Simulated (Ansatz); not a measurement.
Pulling on the Ge1–Cl3 bond in ClGeH (SMILES [Cl][GeH]) (multiplicity 1 held, fragments rigid). Energies count from the point at 2.207 Å.
Geometry at that point (charge 0, multiplicity 1):
```xyz
3

Ge     0.52862    -0.16249     0.50490
H      1.62035    -0.38333    -0.65158
Cl    -1.09037     0.32841    -0.91207
```

Restricted levels (R-, RO-) in cc, def2 and unpolarised 6-31G sets keep to the state of the molecule at rest. Unrestricted levels (U-) break spin symmetry where that is lower. Curves can end on different states.

The values were computed with Ansatz (a quantum-chemistry and plane-wave program) with Gaussian orbitals. 

Task: One of these levels gives 570.1 kJ/mol for the energy at R = 7.062 Å. Which?
A. R-B3LYP/def2-TZVPP
B. U-PBE/def2-TZVPP
C. R-wB97X-V/def2-TZVPP

Result: C, R-wB97X-V/def2-TZVPP. The others give 370.1 (U-PBE/def2-TZVPP), 435.9 (R-B3LYP/def2-TZVPP)

Doubts at one or more of the structures used: a spin-contaminated determinant (U-PBE/def2-TZVPP); a restricted determinant that unrestricted orbitals would lower (R-B3LYP/def2-TZVPP, R-wB97X-V/def2-TZVPP).
